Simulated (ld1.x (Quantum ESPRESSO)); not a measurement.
**Reading a pseudo-wave (platinum)**

Columns: radius, all-electron u(r) and pseudo u(r) of the 5p shell (level -56.02 eV) of platinum in the configuration [Kr] 4d10 4f14 5s2 5p6 5d9 6s1 6p0; PBE, scalar-relativistic, TM semilocal scheme, ld1.x (Quantum ESPRESSO) 7.5.

```csv
r (bohr),all-electron,pseudo
0.095,-0.2179,-0.0129
0.190,-0.1783,-0.0529
0.285,0.4594,-0.1234
0.380,0.5697,-0.2291
0.475,0.2422,-0.3738
0.570,-0.2137,-0.5538
0.665,-0.6144,-0.7509
0.760,-0.8953,-0.9317
0.855,-1.0548,-1.0598
0.950,-1.1148,-1.1149
1.045,-1.1035,-1.1035
1.140,-1.0456,-1.0456
1.235,-0.9610,-0.9610
1.330,-0.8640,-0.8640
1.425,-0.7641,-0.7641
1.520,-0.6674,-0.6674
1.615,-0.5774,-0.5774
1.710,-0.4958,-0.4958
1.805,-0.4232,-0.4232
1.900,-0.3594,-0.3594
1.995,-0.3041,-0.3041
2.090,-0.2565,-0.2565
2.185,-0.2157,-0.2157
2.280,-0.1811,-0.1811
2.375,-0.1517,-0.1517
2.470,-0.1268,-0.1268
```

Task: How many radial nodes do the two functions have?

Result: The all-electron 5p function has n − l − 1 = 3 (the table is too coarse to show those close to the nucleus); the pseudo-wave has 0, since the states of the same l below it are removed with the core.

Task: At about which radius was the pseudo-wave matched?

Result: 1.10 bohr. The columns agree to 0.0005 from 0.95 bohr on; several derivatives are matched, so the curves merge somewhat inside the radius.

Task: Where does each function peak?

Result: Outermost all-electron maximum near 0.95 bohr, pseudo maximum near 0.95 bohr (to the table’s step).

Task: Is the pseudo-wave norm-conserving?

Result: Yes: the TM semilocal scheme keeps the norm inside the radius equal to the all-electron one, which fixes the energy derivative of the logarithmic derivative at the level.
